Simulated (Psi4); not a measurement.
Br$_{2}$Ge, triplet, geometry from GFN2-xTB (the spin is typed, not shown lowest). Base run: BLYP/6-31G run with Psi4 1.11.

Geometry (Å):
```xyz
3

Ge     0.0166     0.0063     1.0035
Br     1.0873    -1.6504    -0.4666
Br    -1.1025     1.6447    -0.4509
```
Charge 0, spin multiplicity 3.
Orbitals are unrestricted.
All else is at Psi4's defaults (density fitting, Cartesian functions).
Base energy -7224.32207 Eh.

The base run was repeated with changes; each row names its change, and settings that it needs were set with it.

| change | ΔE vs base (mEh) | SCF cycles | grid points | basis functions |
|---|---|---|---|---|
| base | 0.000 | 11 | 63342 | 87 |
| cholesky_tolerance = 1e-6 (with scf_type cd) | 0.090 | 11 | 63342 | 87 |
| soscf = true | 0.000 | 9 | 63342 | 87 |
| level_shift = 0.3 | 0.000 | 11 | 63342 | 87 |
| guess = sap | 0.000 | 8 | 63341 | 87 |
| dft_nuclear_scheme = stratmann | -0.019 | 11 | 59827 | 87 |
| scf_type = dfdirj+link | 0.074 | 11 | 63342 | 87 |
| cholesky_tolerance = 1e-3 (with scf_type cd) | -20.968 | 11 | 63342 | 87 |
| d_convergence = 1e-8 | 0.000 | 13 | 63342 | 87 |
| guess = sapgau | 0.000 | 9 | 63342 | 87 |
| scf_type = direct | 0.102 | 13 | 63342 | 87 |
| guess = gwh | 0.000 | 13 | 63342 | 87 |
| dft_nuclear_scheme = becke | -0.014 | 11 | 63334 | 87 |

Open shells are given as the SCF converged; they aren't shown to be the lowest states, and a large step between rows can be another state.
